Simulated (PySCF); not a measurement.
Computed IR spectrum (relative IR intensity) of a molecule CH₈Cl₂Si₃. The structure is a stationary point at B3LYP-D3(BJ)/def2-SVP. The values are those of a single conformer. Computed with B3LYP-D3(BJ)/def2-SVP (PySCF). Frequencies are harmonic and unscaled.

Lines under 2 % of the strongest are left out, and lines within 2 cm⁻¹ are merged.

ν (cm⁻¹): 172 (w), 203 (vw), 381 (w), 490 (w), 506 (m), 515 (m), 540 (m), 575 (m), 591 (m), 719 (m), 763 (m), 773 (vs), 878 (vs), 937 (m), 940 (vs), 943 (m), 954 (m), 958 (m), 1076 (m), 1376 (w), 2213 (m), 2221 (m), 2225 (s), 2230 (s), 2238 (m), 2249 (m) (against the strongest line: vs over 80 %, s over 45 %, m over 15 %, w over 4 %, vw less)

Pick the molecule that these values belong to.
A. [SiH3]C[Si]([SiH3])(Cl)Cl
B. C[SiH2][SiH2][SiH](Cl)Cl
C. C[Si@]([SiH3])(Cl)[SiH2]Cl
D. [SiH3]C[SiH2][SiH](Cl)Cl

A, [SiH3]C[Si]([SiH3])(Cl)Cl
